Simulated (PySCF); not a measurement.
Species: C7H13P.
Atom-mapped SMILES: `[CH3:1][CH2:2][P:3]1[CH2:4][CH:5]=[C:6]([CH3:7])[CH2:8]1` (hydrogens: H9, H10, H11 on C1; H12, H13 on C2; H14, H15 on C4; H16 on C5; H17, H18, H19 on C7; H20, H21 on C8)

The same species was optimised twice, with GFN2-xTB and with PBE0-D3(BJ)/def2-SVP (PySCF), and the same property calculations (PySCF, gas phase) were run on both structures.

```tsv
coordinate	GFN2-xTB	PBE0-D3(BJ)/def2-SVP	change
C5=C6 (Å)	1.324	1.341	+0.017
P3–C4 (Å)	1.870	1.876	+0.006
P3–C8 (Å)	1.868	1.873	+0.005
C2–P3 (Å)	1.868	1.865	-0.003
C6–C8 (Å)	1.504	1.508	+0.004
C4–C5 (Å)	1.497	1.499	+0.002
C1–C2 (Å)	1.523	1.521	-0.002
C6–C7 (Å)	1.493	1.494	+0.001
C2–P3–C4 (°)	96.7	97.8	+1.1
C1–C2–P3 (°)	111.9	113.0	+1.1
C7–C6–C8 (°)	118.3	119.3	+1.0
C5–C6–C7 (°)	126.2	125.4	-0.8
C2–P3–C8 (°)	97.7	98.4	+0.7
C4–P3–C8 (°)	90.4	91.0	+0.6
C4–C5–C6 (°)	117.1	117.5	+0.4
P3–C8–C6 (°)	106.8	107.1	+0.3
C1–C2–P3–C4 (°)	-174	-173	+1
```

Rotational constants: A = 2601, B = 1249, C = 1042 MHz (GFN2-xTB) against A = 2623, B = 1218, C = 1017 MHz (PBE0-D3(BJ)/def2-SVP). Point groups within 0.08 Å: C1 and C1. Atoms that the bonding makes alike are paired by their places after alignment.

On the GFN2-xTB structure: HOMO (eV) -6.52 [PBE0/pcSseg-1]; LUMO (eV) 0.55 [PBE0/pcSseg-1]; dipole (D) 1.46 [PBE0/pcSseg-1]; GIAO shielding of C1 (ppm) 174.4 [PBE0/pcSseg-1]; GIAO shielding of C2 (ppm) 160.9 [PBE0/pcSseg-1]; GIAO shielding of P3 (ppm) 342.5 [PBE0/pcSseg-1]; GIAO shielding of C4 (ppm) 147.8 [PBE0/pcSseg-1]; GIAO shielding of C5 (ppm) 55.1 [PBE0/pcSseg-1]; GIAO shielding of C6 (ppm) 40.4 [PBE0/pcSseg-1]; GIAO shielding of C7 (ppm) 164.9 [PBE0/pcSseg-1]; GIAO shielding of C8 (ppm) 147.0 [PBE0/pcSseg-1].

Question: What do these properties become on the PBE0-D3(BJ)/def2-SVP structure?

Answer: 
```csv
property,level,on GFN2-xTB,on PBE0-D3(BJ)/def2-SVP,change
HOMO (eV),PBE0/pcSseg-1,-6.52,-6.47,+0.05
LUMO (eV),PBE0/pcSseg-1,0.55,0.48,-0.07
dipole (D),PBE0/pcSseg-1,1.46,1.45,-0.01
"energy, GFN2-xTB geometry as zero (kcal/mol)",PBE0/pcSseg-1,0.0,-0.7,-0.7
GIAO shielding of C1 (ppm),PBE0/pcSseg-1,174.4,172.7,-1.7
GIAO shielding of C2 (ppm),PBE0/pcSseg-1,160.9,159.5,-1.4
GIAO shielding of P3 (ppm),PBE0/pcSseg-1,342.5,341.0,-1.5
GIAO shielding of C4 (ppm),PBE0/pcSseg-1,147.8,147.0,-0.8
GIAO shielding of C5 (ppm),PBE0/pcSseg-1,55.1,51.2,-3.9
GIAO shielding of C6 (ppm),PBE0/pcSseg-1,40.4,36.8,-3.6
GIAO shielding of C7 (ppm),PBE0/pcSseg-1,164.9,163.1,-1.8
GIAO shielding of C8 (ppm),PBE0/pcSseg-1,147.0,146.5,-0.5
```

The heavy atoms differ by 0.040 Å rms after alignment. Among bonds between heavy atoms C5=C6 changes most (+0.017 Å). Changes are differences of the printed values. Neither structure is proved a minimum here.
